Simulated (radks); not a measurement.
Values are calculated unless marked as measured or tabulated.
Excited configurations of the helium ion He+: one electron is placed in a higher orbital outside the bare nucleus. The ground configuration is 1s1. Level of theory: Dirac Kohn-Sham, LDA (Slater exchange, Perdew-Wang correlation), spin-unpolarised, spherical densities, finite nucleus; open shells fill j = l - 1/2 first; Gaussian nuclear charge, rms radius 1.6755 fm (a radial shooting solver on a logarithmic mesh with Libxc functionals). Excitation = E - E(ground); binding = E(ion) - E, where the ion is the core of charge +2; n* = 2/sqrt(2 binding) in atomic units, and the quantum defect is n - n*.

\begin{tabular}{lrrrrrr}
outer orbital & excitation (eV) & binding (eV) & n* & quantum defect & eigenvalue (eV) & <r> (bohr) \\ \hline
3s1/2 & 44.540 & 6.105 & 2.986 & 0.014 & -4.852 & 6.723 \\
4p1/2 & 47.131 & 3.513 & 3.936 & 0.064 & -2.799 & 11.37 \\
4d3/2 & 47.160 & 3.485 & 3.952 & 0.048 & -2.697 & 10.46 \\
4f5/2 & 47.229 & 3.416 & 3.992 & 0.008 & -2.473 & 9.076 \\
5d3/2 & 48.357 & 2.288 & 4.877 & 0.123 & -1.823 & 16.97 \\
6s1/2 & 49.029 & 1.616 & 5.803 & 0.197 & -1.330 & 26.37 \\
6p1/2 & 49.027 & 1.617 & 5.801 & 0.199 & -1.325 & 25.86 \\
6f5/2 & 49.033 & 1.612 & 5.811 & 0.189 & -1.284 & 23.50 \\
7s1/2 & 49.443 & 1.201 & 6.730 & 0.270 & -0.996 & 35.77 \\
7p1/2 & 49.442 & 1.203 & 6.727 & 0.273 & -0.994 & 35.24 \\
7d3/2 & 49.442 & 1.203 & 6.726 & 0.274 & -0.987 & 34.25 \\
7f5/2 & 49.443 & 1.202 & 6.729 & 0.271 & -0.975 & 32.83 \\
\end{tabular}

The Delta-SCF ionisation energy is 50.645 eV (NIST Atomic Spectra Database: 54.418 eV, theoretical). Self-interaction in the functional shifts the binding energies and quantum defects, so they are the method's values and not measured ones. Spin polarisation and multiplet splitting are left out, so open shells lie too high by an amount that depends on their filling.

Beside tabulated values, note that spin-unpolarised runs miss the spin-polarisation part of the exchange energy of open shells.
